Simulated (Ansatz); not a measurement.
Pulling on the Se4–H5 bond in AlH3Se (SMILES [AlH2][SeH]) (multiplicity 1 held, fragments rigid). Energies count from the point at 1.472 Å.
Geometry at that point (charge 0, multiplicity 1):
```xyz
5

Al     0.36409     0.02746    -1.55731
H     -0.69852    -0.56977    -2.55207
H      1.74544     0.64239    -1.99375
Se    -0.20120    -0.03048     0.69658
H      1.06056     0.60674     1.10718
```

Restricted levels (R-, RO-) in cc, def2 and unpolarised 6-31G sets keep to the state of the molecule at rest. U- levels take the lowest unrestricted solution at each point, which mixes spins at long bonds. Curves can end on different states.

Codes used: Ansatz (Gaussian basis) for Hartree–Fock, density functionals and correlated methods. Each number belongs to the level named beside it.

### Question
Estimate the energy at R = 4.710 Å that R-B3LYP/def2-TZVPP returns for this input.

### Answer
124.0 kcal/mol

### Question
Estimate the energy at R = 4.710 Å that U-B3LYP/def2-TZVPP returns for this input.

### Answer
82.1 kcal/mol

### Question
What is the computed energy at R = 4.710 Å (R-HF/def2-TZVPP)?

### Answer
171.4 kcal/mol

Doubts at one or more of the structures used: a restricted determinant that unrestricted orbitals would lower (R-HF/def2-TZVPP, R-B3LYP/def2-TZVPP); a spin-contaminated determinant (U-B3LYP/def2-TZVPP).

Ansatz is a first-principles code.
